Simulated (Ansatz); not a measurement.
Question: Name a neutral molecule of Al, C, N, O, Si and H with LUMO energy (ωB97M-V/def2-TZVPP) between 1.30 and 1.60 eV and HOMO energy (PBE0/def2-TZVPP) between -7.10 and -6.80 eV (Ansatz, PBE0-D4/def2-TZVP geometry).

Answer: `C[NH][AlH][O][SiH3]` (1.46 eV, -6.88 eV). Other molecules can fit too; these were computed, each in one conformer that needn't be the lowest.
